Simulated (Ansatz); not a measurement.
Geometry optimisation, Ansatz 0.2.0, DFT PBE-D3(BJ), scalar-relativistic, plane waves, PAW.

Input:

```yaml
accuracy: low
crystal:
  lattice:
    - [7.474581, 0.0, 0.0]
    - [0.0, 7.474581, 0.0]
    - [0.0, 0.0, 7.474581]
  atoms:
    - { symbol: C, position: [0.771956, 0.8166966, 0.4849469] }
    - { symbol: C, position: [0.5880972, 0.8759877, 0.5145412] }
    - { symbol: "N", position: [0.4397907, 0.9238139, 0.5384129] }
    - { symbol: H, position: [0.8520862, 0.8397684, 0.6048398] }
    - { symbol: H, position: [0.7742968, 0.6741154, 0.4534415] }
    - { symbol: H, position: [0.8312452, 0.8904909, 0.3737414] }
    - { symbol: C, position: [0.1367784, 0.4137425, -0.0357758] }
    - { symbol: C, position: [0.1783813, 0.3633379, 0.1484086] }
    - { symbol: "N", position: [0.2119397, 0.32268, 0.2969777] }
    - { symbol: H, position: [0.1274675, 0.5590355, -0.0472086] }
    - { symbol: H, position: [0.2414249, 0.3660192, -0.1257705] }
    - { symbol: H, position: [0.0093657, 0.3550362, -0.0763594] }
    - { symbol: C, position: [0.8704904, 0.7806707, 0.0016119] }
    - { symbol: C, position: [0.6842577, 0.721436, 0.0036046] }
    - { symbol: "N", position: [0.5340364, 0.6736554, 0.005212] }
    - { symbol: H, position: [0.8768631, 0.9265051, 0.0059911] }
    - { symbol: H, position: [0.9415364, 0.7269191, 0.1173301] }
    - { symbol: H, position: [0.936662, 0.7342595, -0.1200218] }
    - { symbol: C, position: [0.7525862, 0.2981396, 0.3390786] }
    - { symbol: C, position: [0.7918884, 0.2412964, 0.5218886] }
    - { symbol: "N", position: [0.8235908, 0.1954448, 0.6693492] }
    - { symbol: H, position: [0.8658624, 0.3720552, 0.2840108] }
    - { symbol: H, position: [0.7268031, 0.1817429, 0.254731] }
    - { symbol: H, position: [0.6347902, 0.3844483, 0.3375423] }
    - { symbol: C, position: [0.1366926, 0.6710699, 0.4278502] }
    - { symbol: C, position: [0.1189807, 0.8651123, 0.442988] }
    - { symbol: "N", position: [0.1046937, 1.0216332, 0.4551986] }
    - { symbol: H, position: [0.2756707, 0.6315147, 0.449015] }
    - { symbol: H, position: [0.0531799, 0.6050577, 0.5278277] }
    - { symbol: H, position: [0.0948836, 0.6270251, 0.2950364] }
    - { symbol: C, position: [0.1690648, 0.0372191, 0.8280162] }
    - { symbol: C, position: [0.2685267, 0.0526567, 0.9955404] }
    - { symbol: "N", position: [0.3487559, 0.0651091, 1.1306708] }
    - { symbol: H, position: [0.171955, 0.1642328, 0.755998] }
    - { symbol: H, position: [0.2284897, -0.0661259, 0.7436602] }
    - { symbol: H, position: [0.0300618, 0.0016477, 0.8552248] }
basis:
  ecutwfc: 420.0
kpoints:
  mp_grid: { grid: [1, 1, 1] }
hamiltonian:
  xc: pbe
  dispersion: d3bj
scf:
  occupations: { method: fermi_dirac, width: 0.05 }
  lower_state_search: "off"
relax:
  f_tol: 0.3
  max_steps: 15
  adjacent_minimum: "off"
```

Launched with:

```bash
$ ansatz run input.yaml --threads 1 --pin off --max-ram 3072MiB --backend cpu --events-out ev --progress --plain --runs-dir out
```

Problem. Where does it end, and by what steps?

Solution. It did not converge within its limit. Limits of this set-up: coarse k mesh, low accuracy level. After 14 steps the energy has fallen by 2.930 eV; H29 moved furthest, 1.96 Å.

```
step  energy less start (eV)  largest force component (eV/Å)  accepted
   0                  0.0000                           2.923       yes
   1                 -0.7908                           0.632       yes
   2                 -1.2535                           0.616       yes
   3                 -1.6184                           0.555       yes
   4                 -1.8858                           0.545       yes
   5                 -2.0928                           0.588       yes
   6                 -2.2445                           0.431       yes
   7                 -2.3552                           0.436       yes
   8                 -2.4751                           0.328       yes
   9                 -2.5799                           0.522       yes
  10                 -2.6672                           0.547       yes
  11                 -2.7347                           0.641       yes
  12                 -2.8056                           0.900       yes
  13                 -2.8785                           0.778       yes
  14                 -2.9304                           0.642       yes
```

```xyz
36
Lattice="7.4746 0.0000 0.0000 0.0000 7.4746 0.0000 0.0000 0.0000 7.4746" Properties=species:S:1:pos:R:3
C 4.880 5.508 3.659
C 4.415 6.722 4.298
N 4.040 7.707 4.804
H 5.948 5.368 3.848
H 4.350 4.641 4.069
H 4.701 5.591 2.582
C 1.235 3.598 -0.303
C 1.751 3.045 0.929
N 2.159 2.618 1.931
H 1.061 4.671 -0.164
H 1.981 3.469 -1.098
H 0.305 3.108 -0.620
C 6.009 5.871 -0.474
C 5.098 4.752 -0.603
N 4.370 3.855 -0.739
H 5.466 6.816 -0.620
H 6.466 5.898 0.526
H 6.796 5.788 -1.233
C 5.437 2.173 2.463
C 6.272 2.391 3.627
N 6.948 2.590 4.558
H 5.856 2.710 1.595
H 5.400 1.100 2.224
H 4.403 2.516 2.638
C 1.445 5.357 3.533
C 0.614 6.341 2.880
N -0.078 7.084 2.310
H 2.294 5.134 2.873
H 1.831 5.746 4.492
H 0.884 4.420 3.713
C 1.630 0.253 6.846
C 2.608 -0.308 7.752
N 3.380 -0.789 8.479
H 2.089 1.038 6.237
H 1.280 -0.526 6.157
H 0.776 0.632 7.420
```

The run took 24 s on 1 thread of Intel(R) Xeon(R) 6975P-C (Granite Rapids) (shared host), peak memory 0.48 GiB.
